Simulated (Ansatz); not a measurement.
```csv
atom,x (Å),y (Å),z (Å)
C,0.0000,0.0000,-0.5594
C,0.0000,0.0000,0.5594
```

Basis set: cc-pVTZ (spherical functions). Correlated methods keep 2 orbitals frozen. Charge 0, multiplicity 1.

Computed with Ansatz (development build ahead of 0.2.0); the reference of a correlated method needn't be the lowest determinant of its kind. Restricted open shells among the atoms or ions are ROHF, correlated in semicanonical orbitals with singles.

(1) Give the atomization energy at this shape (free ground-state atoms in the same class of orbitals less the molecule, no zero-point energy) of singlet C₂ by RHF-CCSD(T), UHF-BCCD(T), UHF-CCSD(T).

Results:

(1)

```json
{"method": "RHF-CCSD(T)", "atomization energy": "498.2 kJ/mol"}
{"method": "UHF-BCCD(T)", "atomization energy": "476.3 kJ/mol"}
{"method": "UHF-CCSD(T)", "atomization energy": "469.7 kJ/mol"}
```

Caution: the reference determinant was not shown to be the lowest; the shape is not the minimum. Caution for RHF-CCSD(T): an unrestricted determinant lies well below; other determinants can give a lower correlated total; the amplitudes may be one of several solutions. Caution for UHF-BCCD(T), UHF-CCSD(T): another reference gives a lower total; the program doubts this total; the unrestricted determinant is spin contaminated.
